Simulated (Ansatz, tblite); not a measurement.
(LiH)n off: vertical IE (eV) at several levels, gas phase, relaxed structures; Ansatz, xTB through tblite. Clusters are the lowest isomers that short searches found in that spin, judged at the geometry's level. Raw xTB energies of ions are shifted by several eV. The spins of the ions were chosen, not always searched. A dash marks a value that wasn't run or was left out as unsound. The structures are stationary points that may keep the symmetry of their start. Correlated methods freeze inner cores and use unrestricted references for open shells.

```
species               state             geometry  GFN1-xTB  r2SCAN-D4/def2-TZVP  PBE0-D4/def2-TZVP  CCSD(T)/def2-TZVPP
   Li2H  doublet to singlet     PBE-D4/def2-TZVP     10.95                 4.69               4.77                4.48
  Li3H2  doublet to singlet     PBE-D4/def2-TZVP     11.66                 5.22               5.33                5.11
  Li4H3  doublet to singlet     PBE-D4/def2-TZVP     12.01                 4.76               4.82                4.50
  Li3H4  doublet to singlet  r2SCAN-D4/def2-TZVP     11.49                 5.17               5.26                5.04
  Li5H4  doublet to singlet     PBE-D4/def2-TZVP     11.97                 4.57               4.63                4.27
  Li5H6  doublet to singlet  r2SCAN-D4/def2-TZVP     10.46                 4.53               4.64                4.40
  Li6H5  doublet to singlet  r2SCAN-D4/def2-TZVP     11.22                 4.70               4.77                4.48
  Li6H7  doublet to singlet    PBE0-D4/def2-TZVP     11.13                 4.68               4.73                   –
  Li7H6  doublet to singlet     PBE-D4/def2-TZVP      9.06                 3.71               3.79                   –
```

Q: Estimate the column for PBE-D4/def2-TZVP.

A: Li2H 4.81; Li3H2 5.31; Li4H3 4.85; Li3H4 5.25; Li5H4 4.66; Li5H6 4.66; Li6H5 4.78; Li6H7 4.75; Li7H6 3.92.

Over the 7 species that have every level, the mean is 11.40 at GFN1-xTB, 4.90 at PBE-D4/def2-TZVP, 4.81 at r2SCAN-D4/def2-TZVP, 4.89 at PBE0-D4/def2-TZVP, 4.61 at CCSD(T)/def2-TZVPP. The mean absolute difference from CCSD(T)/def2-TZVPP, which is a yardstick and not exact, is 6.78 for GFN1-xTB, 0.29 for PBE-D4/def2-TZVP, 0.20 for r2SCAN-D4/def2-TZVP, 0.28 for PBE0-D4/def2-TZVP (levels in sets of like size).
